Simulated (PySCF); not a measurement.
AlF2H3O2Si, SMILES [Al]([OH])([OH])[SiH](F)F.

The structure is a stationary point at ωB97X-D3(BJ)/def2-SVP. The structure was generated by enumeration; whether it is a known compound was not checked. Other conformers were not sampled.

All values below come from HF/def2-TZVP (PySCF).

The molecule is in vacuum.

Computed frontier levels, gap, dipole moment and polarisability:
The highest occupied level is -11.33 eV, the lowest empty level is 1.60 eV and the orbital gap comes out as 12.92 eV. The dipole moment is 4.43 D, the quadrupole, principal values (traceless, Buckingham form, about the centre of nuclear charge) is -8.66, -3.04, 11.70 D·Å and the mean static polarisability is 46.8 bohr³ (6.94 Å³). The polarisability, principal values is 40.5, 46.3, 53.7 bohr³.
